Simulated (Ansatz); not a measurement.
C2H7OSi (SMILES C[Si](C)O), doublet, geometry from GFN2-xTB; WB97X-V/6-31G** (Ansatz, an electronic-structure program).

The Ansatz input:
Ansatz 0.2 input:
```yaml
crystal:
  periodic: [false, false, false]
  atoms:
    - {symbol: C, position_ang: [1.55954224, -0.85483146, -0.06057851]}
    - {symbol: Si, position_ang: [-0.00409954, 0.11042766, 0.41990388]}
    - {symbol: C, position_ang: [-1.61548157, -0.77735125, -0.08781307]}
    - {symbol: O, position_ang: [0.14749450, 1.52106607, -0.41685221]}
    - {symbol: H, position_ang: [2.45557952, -0.30805525, 0.21258839]}
    - {symbol: H, position_ang: [1.59245114, -1.82297485, 0.42837687]}
    - {symbol: H, position_ang: [1.58487872, -1.01660238, -1.13671739]}
    - {symbol: H, position_ang: [-1.65077682, -0.90745530, -1.16930641]}
    - {symbol: H, position_ang: [-2.49888187, -0.21755192, 0.20663270]}
    - {symbol: H, position_ang: [-1.68428893, -1.75985196, 0.36611303]}
    - {symbol: H, position_ang: [-0.58588832, 2.11107204, -0.56117454]}
basis:
  gaussian:
    orbitals: 6-31G__.json
hamiltonian:
  xc: {name: wB97X-V}
magnetization: {spin_polarized: true, initial_magnetization: 1}
accuracy: high
```
The basis file holds 6-31G** in the JSON format of the Basis Set Exchange.

It wrote (shortened):

```
Functional definition: wB97X-V
2312 factors; integrals over basis functions are off by at most 1.3e-8 eV
390 factors; integrals over basis functions are off by at most 2.5e-9 eV
mean field evaluation 1: about -12104.8697 eV, gradient 3.6e1 eV
mean field evaluation 2: about -12106.1478 eV, gradient 3.4e1 eV
mean field evaluation 4: about -12110.0946 eV, gradient 1.2e0 eV
mean field evaluation 8: about -12110.1937 eV, gradient 2.7e-2 eV
mean field evaluation 16: about -12110.1937 eV, gradient 9.3e-5 eV
mean field -12110.19368586 eV, -445.0414093714 hartree, gradient 4.1e-8 eV, S^2 0.751397; 0 other end points of the search recorded, 0 dependent functions left out
reference -12110.19368578 eV, -445.0414093682 hartree; 21, 20 occupied and 78, 79 virtual orbitals, 2312 factors
Total energy: -12110.19368578 eV, -445.0414093682 hartree
```
